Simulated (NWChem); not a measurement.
# Total energies of In

```
In
```
Charge 0, spin multiplicity 2.

Program: NWChem.

Basis set: def2-TZVP (50 functions).

```tsv
method	total energy (Ha)
UHF	-189.21003
UMP2	-189.45847
UB2PLYP	-189.90284
UPBE	-190.11735
UB3LYP	-190.18665
UCAM-B3LYP	-190.09261
```

Total energies of different functionals aren't comparable as a measure of quality: only differences taken within one method are. 

Effective core potentials replace the inner electrons of In; spin-orbit coupling is left out. The correlated methods keep 4 core orbitals frozen. B3LYP has NWChem's definition, with VWN1-RPA local correlation. No SCF solution was tested for a lower state. Open-shell Hartree-Fock references start from PBE0 orbitals.
